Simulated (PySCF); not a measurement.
PySCF 2.14 output of an unrestricted B3LYP calculation on a single atom or ion in x2c-QZVPPall with one added diffuse shell each of s, p, d, f type (8s5p4d3f1g, 73 functions), with scalar relativity by spin-free X2C-1e:

```
SCF conv_tol = 1e-09
number electrons alpha = 4  beta = 2
    P. J. Stephens, F. J. Devlin, C. F. Chabalowski, and M. J. Frisch.,  J. Phys. Chem. 98, 11623 (1994)
cycle= 1 E= -54.09830828914  delta_E= -0.00428  |g|= 0.0106  |ddm|= 0.0614
cycle= 2 E= -54.0983444684528  delta_E= -3.62e-05  |g|= 0.00211  |ddm|= 0.00595
cycle= 3 E= -54.0983459615967  delta_E= -1.49e-06  |g|= 0.000661  |ddm|= 0.00154
cycle= 4 E= -54.098346105828  delta_E= -1.44e-07  |g|= 2.1e-05  |ddm|= 0.000358
cycle= 5 E= -54.0983461060126  delta_E= -1.85e-10  |g|= 1.1e-06  |ddm|= 1.03e-05
converged SCF energy = -54.0983461060126  <S^2> = 2.0025559  2S+1 = 3.0017034
```

The run itself started from symmetry-adapted Hartree-Fock orbitals and held the occupation by maximum overlap, on a logarithmic radial grid, so the iterations belong to that start.

**Question.** Which element, charge and spin multiplicity is this?

**Answer.** N⁺ (nitrogen, charge +1), multiplicity 3; the state was [He] 2s2 2p2, high-spin 3P determinant.
